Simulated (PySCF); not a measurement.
The potential of point charges around `ClC[SiH2]c1cnccn1`

Species: `ClC[SiH2]c1cnccn1`. Coordinates (GFN2-xTB, Å) and charges (e) from the PBE0/pcSseg-1 density (PySCF):

```json
{"atom": "Cl1", "x": "4.081", "y": "0.377", "z": "-1.352", "Mulliken": "-0.1728", "IAO": "-0.1054", "Hirshfeld": "-0.0774", "ESP-fitted": "-0.1458"}
{"atom": "C2", "x": "2.330", "y": "0.651", "z": "-1.146", "Mulliken": "-0.4867", "IAO": "-0.5201", "Hirshfeld": "-0.1254", "ESP-fitted": "-0.3063"}
{"atom": "Si3", "x": "1.623", "y": "-0.688", "z": "0.009", "Mulliken": "+0.7378", "IAO": "+0.7754", "Hirshfeld": "+0.3317", "ESP-fitted": "+0.3830"}
{"atom": "C4", "x": "-0.229", "y": "-0.329", "z": "0.178", "Mulliken": "-0.1963", "IAO": "-0.1714", "Hirshfeld": "-0.0357", "ESP-fitted": "+0.2253"}
{"atom": "C5", "x": "-1.098", "y": "-1.102", "z": "0.948", "Mulliken": "+0.1446", "IAO": "-0.0253", "Hirshfeld": "+0.0166", "ESP-fitted": "+0.1231"}
{"atom": "N6", "x": "-2.387", "y": "-0.834", "z": "1.053", "Mulliken": "-0.3740", "IAO": "-0.2448", "Hirshfeld": "-0.1426", "ESP-fitted": "-0.4728"}
{"atom": "C7", "x": "-2.840", "y": "0.217", "z": "0.386", "Mulliken": "+0.0844", "IAO": "-0.0339", "Hirshfeld": "+0.0208", "ESP-fitted": "+0.2235"}
{"atom": "C8", "x": "-1.991", "y": "0.999", "z": "-0.386", "Mulliken": "+0.0862", "IAO": "-0.0385", "Hirshfeld": "+0.0164", "ESP-fitted": "+0.0726"}
{"atom": "N9", "x": "-0.701", "y": "0.727", "z": "-0.486", "Mulliken": "-0.4001", "IAO": "-0.2582", "Hirshfeld": "-0.1330", "ESP-fitted": "-0.4397"}
{"atom": "H10", "x": "1.889", "y": "0.628", "z": "-2.139", "Mulliken": "+0.1835", "IAO": "+0.1785", "Hirshfeld": "+0.0486", "ESP-fitted": "+0.1569"}
{"atom": "H11", "x": "2.214", "y": "1.656", "z": "-0.746", "Mulliken": "+0.1835", "IAO": "+0.1786", "Hirshfeld": "+0.0486", "ESP-fitted": "+0.1514"}
{"atom": "H12", "x": "2.264", "y": "-0.604", "z": "1.323", "Mulliken": "-0.0573", "IAO": "-0.1121", "Hirshfeld": "-0.0716", "ESP-fitted": "-0.0960"}
{"atom": "H13", "x": "1.819", "y": "-2.013", "z": "-0.584", "Mulliken": "-0.0576", "IAO": "-0.1121", "Hirshfeld": "-0.0715", "ESP-fitted": "-0.0987"}
{"atom": "H14", "x": "-0.740", "y": "-1.964", "z": "1.494", "Mulliken": "+0.1032", "IAO": "+0.1585", "Hirshfeld": "+0.0564", "ESP-fitted": "+0.0763"}
{"atom": "H15", "x": "-3.897", "y": "0.427", "z": "0.477", "Mulliken": "+0.1126", "IAO": "+0.1661", "Hirshfeld": "+0.0597", "ESP-fitted": "+0.0608"}
{"atom": "H16", "x": "-2.345", "y": "1.861", "z": "-0.937", "Mulliken": "+0.1091", "IAO": "+0.1647", "Hirshfeld": "+0.0584", "ESP-fitted": "+0.0862"}
```

Points outside the species (Å): A (-7.0, 1.8, 4.5); B (1.5, -3.7, 3.3); C (0.4, -0.5, -6.2).

Problem. Find the potential V = 14.3996 V·Å × Σ q/r of each set of charges at these points.

Solution. In volts:

```json
{"point": "A", "nearest atom": "H15", "distance (Å)": "5.26", "Mulliken": "+0.020", "IAO": "+0.028", "Hirshfeld": "+0.031", "ESP-fitted": "+0.051"}
{"point": "B", "nearest atom": "H14", "distance (Å)": "3.36", "Mulliken": "+0.439", "IAO": "+0.323", "Hirshfeld": "+0.104", "ESP-fitted": "+0.182"}
{"point": "C", "nearest atom": "H10", "distance (Å)": "4.47", "Mulliken": "-0.042", "IAO": "-0.027", "Hirshfeld": "-0.002", "ESP-fitted": "+0.026"}
```

Problem. How far are the other sets from the ESP-fitted one at these points?

Solution. Root-mean-square difference: Hirshfeld 0.049 V, IAO 0.088 V, Mulliken 0.154 V. The ESP scheme is a least-squares fit of atom-centred charges to the potential on four shells outside the van der Waals surface, with the total charge fixed.

Problem. What energy would a point charge of +2 e have at B in the field of the ESP charges, leaving out polarisation?

Solution. +0.363 eV = +35.1 kJ/mol, a repulsion.

Isolated species at its GFN2-xTB geometry (one conformer only).

Shape of the structure used: `[Cl:1][CH2:2][SiH2:3][c:4]1[cH:5][n:6][cH:7][cH:8][n:9]1`: Cl1–C2–Si3–C4 180°, C2–Si3–C4–C5 180°.
